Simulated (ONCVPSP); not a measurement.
# Varying the ONCV potential for beryllium (Be)

Base potential:

* Element: Be (Z = 4)
* Generator: ONCVPSP 4.0.1
* Type: optimised norm-conserving Vanderbilt (ONCV)
* Functional: LDA (Perdew-Wang 92)
* Relativity: scalar-relativistic
* Frozen core: [He]
* Valence charge: 2
* Reference configuration: 2s1.5 (charge +0.5)
* Partial waves: 2s: rc 2.15 bohr, ncon 4, nbas 8, qcut 3.1 1/bohr, 1 projector; p scattering state at 0.44 Ha: rc 2.30 bohr, ncon 4, nbas 8, qcut 3.7 1/bohr, 2 projectors, debl 1.3 Ha; d scattering state at 0.3 Ha: rc 1.85 bohr, ncon 4, nbas 7, qcut 4.4 1/bohr, 2 projectors, debl 2.4 Ha
* Local potential: polynomial inside 1.75 bohr (lpopt 5, dvloc0 4 Ha)
* Core correction: polynomial model core, fcfact 0.45

In the p channel the program set the typed energies aside and used 0.050, 1.350 Ha.

All-electron outer shells of the reference configuration (LDA (PZ), scalar-relativistic, ld1.x):

| shell | level (eV) | outermost node (bohr) | outermost maximum (bohr) |
| --- | --- | --- | --- |
| 1s | -110.27 | – | 0.27 |
| 2s | -9.47 | 0.60 | 1.97 |

Cutoffs, loose and tight: the cutoffs (Ha) at which the residual kinetic energy of the hardest occupied pseudo-wave falls to 1 and 0.1 mHa per electron. They do not see the model core or the augmentation charge, which bear on the density cutoff. Test errors are all-electron minus pseudo excitation energies from the reference, over the configurations 2s2; 2s1; 2s1 2p1; 2s0 2p2. A dash means not determined; rows that change the core or the reference have their own tests.

For the base: The cutoffs count occupied waves only; projector 2 of the p channel, the hardest unoccupied one, needs 15 Ha at the loose tolerance.

| change | outcome | cutoff, loose | cutoff, tight | bound ghosts | GHOST(+) flags above zero | largest test error (meV) |
| --- | --- | --- | --- | --- | --- | --- |
| base | generated, projector energies reset by the program | 4.4 Ha | 21 Ha | none | none | +5.4 |
| p: rc 1.6; local potential polynomial inside 1.60 bohr (lpopt 5, dvloc0 4 Ha) | generated, projector energies reset by the program | 4.4 Ha | 21 Ha | none | none | +10 |
| p: rc 1.82 | generated, projector energies reset by the program | 4.4 Ha | 21 Ha | none | none | +11 |
| p: rc 2.04 | generated, projector energies reset by the program | 4.4 Ha | 21 Ha | none | none | +9.9 |
| p: rc 2.2 | generated, projector energies reset by the program | 4.4 Ha | 21 Ha | none | none | +7.5 |
| p: rc 2.54 | generated, projector energies reset by the program | 4.4 Ha | 21 Ha | none | none | -2.7 |
| p: rc 2.96 | generated, projector energies reset by the program | 4.4 Ha | 21 Ha | none | none | +8.8 |
| p: rc 3.18 | generated, projector energies reset by the program | 4.4 Ha | 21 Ha | none | none | +10 |
| p: rc 3.34 | generated, projector energies reset by the program | 4.4 Ha | 21 Ha | none | none | +12 |

Task: What comes out with this change to the base: p: rc 2.7?

Result: outcome: generated, projector energies reset by the program; cutoff, loose: 4.4 Ha; cutoff, tight: 21 Ha; bound ghosts: none; GHOST(+) flags above zero: none; largest test error (meV): -11.

Reading the sweep of the p radius (base included, trends over the rows without a ghost): The loose cutoff stays near 4.4 Ha. The median size of the test errors (rows with all tests solved) is not monotonic: lowest 0.4 meV at 2.7 bohr, highest 3.3 meV at 2.96 bohr.
